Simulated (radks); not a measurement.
Results of a calculation; reference values are marked as such.
Task: Cu3+, 26 electrons, occupied as [Ar] 3d7 6p1 (not the ground configuration). Level of theory: scalar-relativistic Kohn-Sham, r2SCAN, spin-polarised, spherical densities, finite nucleus; open shells are filled with parallel spins first; meta-GGA in the generalised Kohn-Sham scheme; Fermi nuclear charge, rms radius 3.8823 fm (a radial shooting solver on a logarithmic mesh with Libxc functionals). Some entries of the table are withheld. Estimate them.

orbital  occ.  eigenvalue (hartree)  r(max) (bohr)
1s up       1             -328.7244        0.03412
1s down     1             -328.7243        0.03412
2s up       1             -41.96770         0.1965
2s down     1             -41.86713         0.1964
2p up       3             -36.48770         0.1584
2p down     3             -36.41151         0.1582
3s up       1              -6.82157            (1)
3s down     1              -6.63355            (2)
3p up       3                   (3)         0.6130
3p down     3                   (4)         0.6150
3d up       5              -2.53120         0.5777
3d down     2              -2.34408         0.5835
6p up       1              -0.34921          8.030

Result: 
(1) 3s up r(max) (bohr): 0.6086
(2) 3s down r(max) (bohr): 0.6099
(3) 3p up eigenvalue (hartree): -5.17704
(4) 3p down eigenvalue (hartree): -4.98963
